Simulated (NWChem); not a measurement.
System meant: AgF; SMILES [F][Ag]

The following NWChem deck was run.

```
start job
memory heap 200 mb stack 900 mb global 1100 mb
geometry units angstroms noautoz
  Ag     0.000000     0.000000    -0.324159
  F      0.000000     0.000000     1.661694
end
basis spherical
  * library def2-svp
end
dft
  xc pbe0
  iterations 150
  mulliken
end
task dft energy
```

End of the output:

```
             Northwest Computational Chemistry Package (NWChem) 7.3.0
             --------------------------------------------------------

 ORDER OF PRIMARY AXIS IS BEING SET TO 4
 C4V symmetry detected

                             Geometry "geometry" -> ""
                             -------------------------

 Output coordinates in angstroms (scale by  1.889725989 to convert to a.u.)

  No.       Tag          Charge          X              Y              Z
 ---- ---------------- ---------- -------------- -------------- --------------
    1 Ag                  47.0000     0.00000000     0.00000000    -0.31915495
    2 F                    9.0000     0.00000000     0.00000000     1.66669805

 Effective nuclear repulsion energy (a.u.)     112.7183010660

      Symmetry information
      --------------------

 Group name             C4v
 Group number             18
 Group order               8
 No. of unique centers     2

                                 NWChem DFT Module
                                 -----------------

 Summary of "ao basis" -> "ao basis" (spherical)
 ------------------------------------------------------------------------------
       Tag                 Description            Shells   Functions and Types
 ---------------- ------------------------------  ------  ---------------------
 Ag                         def2-svp                11       31   5s3p2d1f
 F                          def2-svp                 6       14   3s2p1d

      Symmetry analysis of basis
      --------------------------

        a1         17
        a2          0
        b1          4
        b2          4
        e          20

            General Information
            -------------------
          SCF calculation type: DFT
          Wavefunction type:  closed shell.
          No. of atoms     :     2
          No. of electrons :    56
           Alpha electrons :    28
            Beta electrons :    28
          Charge           :     0
          Spin multiplicity:     1
          Use of symmetry is: on ; symmetry adaption is: on
          Maximum number of iterations: 150
          AO basis - number of functions:    45
                     number of shells:    17
          Convergence on energy requested:  1.00D-06
          Convergence on density requested:  1.00D-05
          Convergence on gradient requested:  5.00D-04

              XC Information
              --------------
                         PBE0 Method XC Functional
                     Hartree-Fock (Exact) Exchange  0.250
          PerdewBurkeErnzerhof Exchange Functional  0.750
            Perdew 1991 LDA Correlation Functional  1.000 local
           PerdewBurkeErnz. Correlation Functional  1.000 non-local

             Grid Information
             ----------------
          Grid used for XC integration:  medium
          Radial quadrature: Mura-Knowles
          Angular quadrature: Lebedev.
          Tag              B.-S. Rad. Rad. Pts. Rad. Cut. Ang. Pts.
          ---              ---------- --------- --------- ---------
          Ag                  1.60      123           8.0       590
          F                   0.50       49           7.0       434
          Grid pruning is: on
          Number of quadrature shells:   172
          Spatial weights used:  Erf1

      Superposition of Atomic Density Guess
      -------------------------------------

 Sum of atomic energies:       -1219.24794148

      Non-variational initial energy
      ------------------------------

 Total energy =   -1220.465768
 1-e energy   =   -1904.241442
 2-e energy   =     571.057373
 HOMO         =      -1.910495
 LUMO         =      -1.820049

      Symmetry analysis of molecular orbitals - initial
      -------------------------------------------------

 !! scf_movecs_sym_adapt:    8 vectors were symmetry contaminated

  Symmetry fudging

 !! scf_movecs_sym_adapt:    2 vectors were symmetry contaminated

  Numbering of irreducible representations:

     1 a1          2 a2          3 b1          4 b2          5 e

  Orbital symmetries:

     1 a1          2 a1          3 a1          4 a1          5 e
     6 e           7 a1          8 e           9 e          10 b1
    11 b2         12 a1         13 e          14 e          15 b1
    16 b2         17 e          18 e          19 a1         20 a1
    21 e          22 e          23 a1         24 a1         25 e
    26 e          27 b1         28 b2         29 a1         30 e
    31 e          32 a1         33 e          34 e          35 a1
    36 a1         37 a1         38 e

     ---------------------------------------------
      Total Density - Mulliken Population Analysis
     ---------------------------------------------

    Atom       Charge   Shell Charges
 -----------   ------   -------------------------------------------------------
    1 Ag  47    52.52   2.00  2.00  2.01  2.61 -0.64  6.02  6.68 -0.36 10.09  8.09 14.00
    2 F    9     3.48   1.99  0.66  0.57  0.33 -0.07  0.01

 Warning: spatial symmetry breaking: alpha =  1.07D+00

[...]
```

Task: What is wrong, and how is it mended?

Result: The run ends normally but its numbers are meaningless: the def2 basis of a heavy element holds valence functions alone and wants its effective core potential (without it all electrons must fit into that basis). This input runs:
```
start job
memory heap 200 mb stack 900 mb global 1100 mb
geometry units angstroms noautoz
  Ag     0.000000     0.000000    -0.324159
  F      0.000000     0.000000     1.661694
end
basis spherical
  Ag library def2-svp
  F library def2-svp
end
ecp
  Ag library def2-ecp
end
dft
  xc pbe0
  iterations 150
  mulliken
end
task dft energy
```
It converges to -246.59448 Ha (PBE0/def2-SVP with def2 effective core potentials on Ag). The faulty run gave -1316.772 Ha, with all electrons squeezed into the valence basis.
